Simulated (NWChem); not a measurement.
# C3H2Cl2; SMILES C=C=C(Cl)Cl

```xyz
7

C      0.0000     0.0000     2.6634
C      0.0000     0.0000     1.3476
C      0.0000     0.0000     0.0296
Cl     0.0000     1.4725    -0.9038
Cl     0.0000    -1.4725    -0.9038
H     -0.9418     0.0000     3.2422
H      0.9418     0.0000     3.2422
```
Atoms are numbered in this order, from 1.

Computed with NWChem. The geometry was optimised at PBE-D3(BJ)/def2-SVP. B3LYP is NWChem's, with the RPA form of VWN correlation. Ions are spin-unrestricted doublets at the neutral geometry; other ion states weren't tried.

```
level                  vertical ionisation energy, ΔSCF (eV)  −ε(HOMO) (eV)  ΔSCF minus −ε(HOMO) (eV)
---------------------  -------------------------------------  -------------  ------------------------
B3LYP/def2-SVP                                          9.24           6.93                      2.31
PBE/def2-SVP                                            9.04           5.98                      3.06
BHandHLYP/def2-SVP                                      9.36           8.27                      1.09
Hartree-Fock/def2-SVP                                   8.70           9.94                     -1.24
r2SCAN/def2-SVP                                         9.21           6.31                      2.90
```
